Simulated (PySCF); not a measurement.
## Ionisation energy of Be⁺ by level of theory

Be⁺ [He] 2s1 (2S) → Be²⁺ 1s2 (1S), as a difference of total energies. Computed with PySCF 2.14 in cc-pVDZ (3s2p1d, 14 functions), with no relativity, point nucleus. The calculations carry no spin-orbit coupling.

```
method  ionisation energy (eV)  error (eV)
   UHF                  18.086      -0.125
  BP86                  18.319      +0.108
  PBE0                  18.396      +0.185
```

Reference: 18.211 eV (measured; NIST Atomic Spectra Database, ionization energies).
